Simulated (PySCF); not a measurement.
## Two-dimensional NMR puzzle

Compound of formula C₈H₁₀OSi. Correlations simulated from computed shifts and the bond graph:

HSQC (one-bond C–H):
```tsv
δH	δC
8.01	130.1
7.57	138.5
7.46	134.1
7.28	126.7
6.83	119.3
6.09	117.9
5.64	117.9
```

COSY cross peaks (H two or three bonds apart, from the bond graph; peaks can be absent where the dihedral angle is near 90°):
```tsv
δH	δH
8.01	7.28
7.57	6.09
7.57	5.64
7.46	7.28
7.46	6.83
6.09	5.64
```

HMBC (two and three bonds, from the bond graph):
```tsv
δH	δC
8.01	159.0, 138.5, 134.1, 133.1, 126.7
7.57	159.0, 133.1, 130.1, 117.9
7.46	159.0, 130.1, 126.7, 119.3
7.28	134.1, 133.1, 130.1, 119.3
6.83	159.0, 134.1, 133.1, 126.7
6.09	138.5, 133.1
5.64	138.5, 133.1
5.22	159.0
```

Carbons without hydrogens: δ 159.0, 133.1.

PySCF 2.14.0 with density-fitted response routines calculation with structure optimised with GFN2-xTB and GIAO PBE0/pcSseg-1 shieldings; one conformer, no solvent model, fast rotation and ring inversion assumed for equivalent nuclei, no relativistic terms.

Scale: TMS for ¹H (σ = 31.72 ppm), ¹³C (σ = 186.93 ppm) (reference shieldings calculated alike).

Exchangeable hydrogens are left out of these lists.

Question: Assemble the structure.

Answer: `C=Cc1ccccc1O[SiH3]`.

Atom-mapped SMILES (the numbers label the heavy atoms): `[CH2:1]=[CH:2][c:3]1[cH:4][cH:5][cH:6][cH:7][c:8]1[O:9][SiH3:10]`. Hydrogens are named by the atom that carries them. Ha(C1) is cis to C3; Hb(C1) is trans to C3.

δC 159.0 is C8, an aromatic carbon bearing oxygen. δC 138.5 is C2, an alkene CH (δH 7.57). δC 134.1 is C6, an aromatic CH (δH 7.46). δC 133.1 is C3, a substituted aromatic carbon. δC 130.1 is C4, an aromatic CH (δH 8.01). δC 126.7 is C5, an aromatic CH (δH 7.28). δC 119.3 is C7, an aromatic CH (δH 6.83). δC 117.9 is C1, a terminal =CH2 carbon (δH 6.09, 5.64). HMBC from δH 8.01 reaches the proton-free carbons C8, C3. HMBC from δH 7.57 reaches the proton-free carbons C8, C3. HMBC from δH 7.46 reaches the proton-free carbon C8. HMBC from δH 7.28 reaches the proton-free carbon C3. COSY links 8.01–7.28, 7.57–6.09, 7.57–5.64, 7.46–7.28, 7.46–6.83, 6.09–5.64.

The shifts were computed for this structure.

Shifts are as computed. Against solution values, carbons near 30 ppm lie about +3 ppm off and those near 130 ppm about +5 ppm. Of 1211 compounds with measured shifts, 218 miss one by over three times the rms of a fit or turn the order of signals round; such compounds aren't used in these exercises.
